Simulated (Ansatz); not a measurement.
Calculated with Ansatz (gas phase, PBE0-D4/def2-TZVP geometries, no zero-point term in ΔE). CBS: MP2 limit from def2 TZ/QZ plus the TZ coupled-cluster correction, frozen cores. Functionals use def2-TZVPP. B3LYP here is the variant with VWN-RPA as its local correlation; programs differ in this. HSE06 is defined as in plane-wave codes. def2 core potentials past Kr. For Ag, Li outer-core shells are correlated without core-valence functions, which leaves a few kJ/mol of doubt a bond.

`[Ag][Ag]` + `[LiH]` → `[AgH]` + `[Li][Ag]`  (redistribution)

```json
{"level": "LDA (SPW92)", "ΔE (kJ/mol)": "-40.5", "difference from CCSD(T)/CBS": "-33.5"}
{"level": "PBE-D4", "ΔE (kJ/mol)": "-22.8", "difference from CCSD(T)/CBS": "-15.8"}
{"level": "revPBE-D4", "ΔE (kJ/mol)": "-18.1", "difference from CCSD(T)/CBS": "-11.1"}
{"level": "r2SCAN-D4", "ΔE (kJ/mol)": "-19.4", "difference from CCSD(T)/CBS": "-12.4"}
{"level": "B97M-V", "ΔE (kJ/mol)": "21.8", "difference from CCSD(T)/CBS": "28.8"}
{"level": "B3LYP-D4", "ΔE (kJ/mol)": "-8.0", "difference from CCSD(T)/CBS": "-1.0"}
{"level": "r2SCANh-D4", "ΔE (kJ/mol)": "-15.7", "difference from CCSD(T)/CBS": "-8.7"}
{"level": "r2SCAN0-D4", "ΔE (kJ/mol)": "-10.6", "difference from CCSD(T)/CBS": "-3.6"}
{"level": "HSE06-D4", "ΔE (kJ/mol)": "-8.1", "difference from CCSD(T)/CBS": "-1.1"}
{"level": "BHLYP-D4", "ΔE (kJ/mol)": "8.8", "difference from CCSD(T)/CBS": "15.8"}
{"level": "CAM-B3LYP-D4", "ΔE (kJ/mol)": "-6.9", "difference from CCSD(T)/CBS": "0.1"}
{"level": "ωB97M-V", "ΔE (kJ/mol)": "-7.0", "difference from CCSD(T)/CBS": "0.0"}
{"level": "PBE-QIDH", "ΔE (kJ/mol)": "-2.4", "difference from CCSD(T)/CBS": "4.6"}
{"level": "PBE", "ΔE (kJ/mol)": "-25.1", "difference from CCSD(T)/CBS": "-18.1"}
{"level": "revPBE", "ΔE (kJ/mol)": "-22.0", "difference from CCSD(T)/CBS": "-15.0"}
{"level": "BLYP", "ΔE (kJ/mol)": "-23.8", "difference from CCSD(T)/CBS": "-16.8"}
{"level": "r2SCAN", "ΔE (kJ/mol)": "-19.7", "difference from CCSD(T)/CBS": "-12.7"}
{"level": "PBE0", "ΔE (kJ/mol)": "-10.2", "difference from CCSD(T)/CBS": "-3.2"}
{"level": "r2SCANh", "ΔE (kJ/mol)": "-16.2", "difference from CCSD(T)/CBS": "-9.2"}
{"level": "r2SCAN0", "ΔE (kJ/mol)": "-11.1", "difference from CCSD(T)/CBS": "-4.1"}
{"level": "HSE06", "ΔE (kJ/mol)": "-10.0", "difference from CCSD(T)/CBS": "-3.0"}
{"level": "BHLYP", "ΔE (kJ/mol)": "4.1", "difference from CCSD(T)/CBS": "11.1"}
{"level": "CAM-B3LYP", "ΔE (kJ/mol)": "-9.0", "difference from CCSD(T)/CBS": "-2.0"}
{"level": "LC-ωPBE", "ΔE (kJ/mol)": "-4.5", "difference from CCSD(T)/CBS": "2.5"}
{"level": "RPA@PBE/def2-TZVPP", "ΔE (kJ/mol)": "-15.0", "difference from CCSD(T)/CBS": "-8.0"}
{"level": "HF/def2-SVP", "ΔE (kJ/mol)": "25.7", "difference from CCSD(T)/CBS": "32.7"}
{"level": "MP2/def2-SVP", "ΔE (kJ/mol)": "8.9", "difference from CCSD(T)/CBS": "15.9"}
{"level": "CCSD(T)/def2-SVP", "ΔE (kJ/mol)": "-6.8", "difference from CCSD(T)/CBS": "0.2"}
{"level": "HF/def2-TZVPP", "ΔE (kJ/mol)": "22.3", "difference from CCSD(T)/CBS": "29.3"}
{"level": "MP2/def2-TZVPP", "ΔE (kJ/mol)": "-2.1", "difference from CCSD(T)/CBS": "4.9"}
{"level": "SCS-MP2/def2-TZVPP", "ΔE (kJ/mol)": "0.1", "difference from CCSD(T)/CBS": "7.1"}
{"level": "CCSD/def2-TZVPP", "ΔE (kJ/mol)": "-10.9", "difference from CCSD(T)/CBS": "-3.9"}
{"level": "CCSD(T)/def2-TZVPP", "ΔE (kJ/mol)": "-15.1", "difference from CCSD(T)/CBS": "-8.1"}
{"level": "HF/def2-QZVPP", "ΔE (kJ/mol)": "22.4", "difference from CCSD(T)/CBS": "29.4"}
{"level": "MP2/def2-QZVPP", "ΔE (kJ/mol)": "2.5", "difference from CCSD(T)/CBS": "9.5"}
{"level": "SCS-MP2/def2-QZVPP", "ΔE (kJ/mol)": "4.1", "difference from CCSD(T)/CBS": "11.1"}
{"level": "CCSD/def2-QZVPP", "ΔE (kJ/mol)": "-9.1", "difference from CCSD(T)/CBS": "-2.1"}
{"level": "CCSD(T)/def2-QZVPP", "ΔE (kJ/mol)": "-14.5", "difference from CCSD(T)/CBS": "-7.5"}
{"level": "HF/CBS(def2)", "ΔE (kJ/mol)": "22.4", "difference from CCSD(T)/CBS": "29.4"}
{"level": "CCSD/CBS(def2)", "ΔE (kJ/mol)": "-2.8", "difference from CCSD(T)/CBS": "4.2"}
{"level": "CCSD(T)/CBS", "ΔE (kJ/mol)": "-7.0", "difference from CCSD(T)/CBS": "0"}
```

Largest T1 diagnostic among the species: 0.028, so the coupled-cluster value is less sure than usual.

The D4 term adds +3.8 kJ/mol with B3LYP and +1.9 kJ/mol with PBE0; it sums over pairs of atoms, weighted by their polarisabilities, and B3LYP, whose exchange is more repulsive, gets the larger term. Leaving LDA and LC-ωPBE aside and taking each functional with its dispersion term where it has one, the values spread over 44.6 kJ/mol, from PBE-D4 to B97M-V. LDA lies −15.3 kJ/mol from PBE without D4.
